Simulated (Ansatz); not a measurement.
BH7NPSi, SMILES `BP(N)[SiH3]`. The species carries charge 0 and has multiplicity 1. Geometry: relaxed with PBE0-D4/def2-TZVP. It is one conformer, not always the lowest.

```xyz
11

B     1.476    1.162    0.425
P     0.680   -0.433    0.041
N     0.654   -0.760   -1.626
Si   -1.399   -0.340    0.872
H     1.314    1.574    1.535
H     2.214    1.699   -0.342
H     0.108   -0.158   -2.223
H     0.543   -1.730   -1.875
H    -1.305    0.061    2.298
H    -2.017   -1.689    0.767
H    -2.268    0.614    0.128
```

Problem. What is the dipole moment at ωB97M-V/def2-TZVPP? (Estimate.)

Solution. The calculation gave: 2.08 D, with components (-1.45, -0.74, -1.30) D in this frame, pointing from negative to positive charge.

Problem. And with PBE, r2SCAN, B3LYP? (Estimate.)

Solution. The calculation gave: PBE 2.26 D, r2SCAN 2.20 D, B3LYP 2.13 D.

Problem. Give the Mulliken charges with ωB97M-V, B3LYP, r2SCAN in def2-TZVPP. (Estimate.)

Solution. Ansatz gave: 
```csv
atom,ωB97M-V,B3LYP,r2SCAN
B1,-0.22,-0.12,-0.11
P2,0.08,0.06,0.10
N3,-0.33,-0.37,-0.40
Si4,0.09,0.20,0.22
H5,0.08,0.04,0.02
H6,0.09,0.05,0.02
H7,0.13,0.15,0.17
H8,0.13,0.15,0.17
H9,-0.01,-0.05,-0.06
H10,-0.02,-0.06,-0.07
H11,-0.02,-0.06,-0.06
```

B3LYP here is the variant with VWN-RPA as its local correlation; programs differ in this.
